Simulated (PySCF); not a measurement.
Unknown compound

Molecular formula: C$_{6}$H$_{12}$Si. Simulated spectra:

$^{1}$H NMR (600 MHz, computed): δ 5.73 (t, 1H), 4.83 (m, 2H), 2.58 (sept, 1H), 1.75 (m, 2H), 1.14 (d, 6H).

$^{13}$C{$^{1}$H} NMR (computed): δ 183.4, 130.5, 41.1, 22.6 (2C), 13.6.

Theoretical values (PySCF 2.14.0 with density-fitted response routines): GFN2-xTB geometry, shieldings: GIAO PBE0/pcSseg-1. One computed conformer, equivalent nuclei averaged, relativity neglected, no solvent model.

Chemical shifts δ = σref − σ; $^{1}$H (σref 31.72), $^{13}$C (σref 186.93) vs TMS, all at this level.

What is the structure?

Results:


1. Rings plus π bonds: 2 (1 ring in the answer).
2. 5 carbon signals for 6 carbons: some carbons are equivalent by symmetry or fast rotation.
3. Carbon types of the structure: 1 × C, 2 × CH, 1 × CH2, 2 × CH3, leaving 2 H on heteroatoms.
4. δC 183.4: fully substituted alkene carbon.
5. δC 130.5: alkene CH; the olefinic region.
6. δC 41.1: allylic sp3 CH; saturated and bonded to C and H only.
7. δC 22.6: methyl carbon; saturated and bonded to C and H only.
8. δH 5.73: hydrogen on an alkene CH; attached to an sp2 carbon and in the plane of the double bond.
9. δH 2.58: hydrogen on an allylic sp3 CH; allylic position.
10. δH 1.75: hydrogen on an allylic sp3 CH2 bonded to Si; allylic position.

Structure: SMILES CC(C)C1=C[SiH2]C1.

This is the structure that produced the data.

Shifts are as computed. Against solution values, carbons near 30 ppm lie about +3 ppm off and those near 130 ppm about +5 ppm. Of 1211 compounds with measured shifts, 218 miss one by over three times the rms of a fit or turn the order of signals round; such compounds aren't used in these exercises. Multiplicities follow the n + 1 count of equivalent neighbours, as no J values were calculated; m marks all less simple cases, F and P coupling included.
